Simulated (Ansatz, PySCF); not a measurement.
CI2, SMILES I[C]I (connectivity only; charge and spin as stated), neutral, multiplicity 1.

The structure is a stationary point at B3LYP-D3(BJ)/def2-TZVP. The def2 effective core potentials stand for the cores of I; spin–orbit coupling is left out.

Vertical ionisation energy (IE) and electron affinity (EA) in eV. Rows of orbital energies are one-electron estimates. Where ΔSCF, EOM or ADC give a negative EA the extra electron is unbound and the value depends on the basis.

```json
[
 {"level": "−ε(HOMO), −ε(LUMO), r2SCAN/def2-TZVPD (PySCF)", "IE": "6.07", "EA": "4.49"},
 {"level": "−ε(HOMO), −ε(LUMO), PBE/def2-TZVPD (PySCF)", "IE": "___", "EA": "___"},
 {"level": "ΔSCF, ωB97X-V/def2-SVPD (Ansatz), final states of multiplicity 2 and 2", "IE": "8.94", "EA": "2.21"},
 {"level": "ΔSCF, PBE/def2-SVPD (Ansatz), final states of multiplicity 2 and 2", "IE": "8.58", "EA": "1.91"}
]
```

Task: Fill in the missing entries. (An estimate is asked for; the answer gives what the named calculation found.)

Result: 
- −ε(HOMO), −ε(LUMO), PBE/def2-TZVPD (PySCF), IE: 5.81
- −ε(HOMO), −ε(LUMO), PBE/def2-TZVPD (PySCF), EA: 4.53

Task: What vertical singlet–triplet gap does ΔSCF give with ωB97X-V/def2-SVPD (Ansatz, a quantum-chemistry and plane-wave program) and with PBE/def2-SVPD (Ansatz)? (An estimate is asked for; the answer gives what the named calculation found.)

Result: 0.45 and 0.71 eV (triplet above singlet where positive).
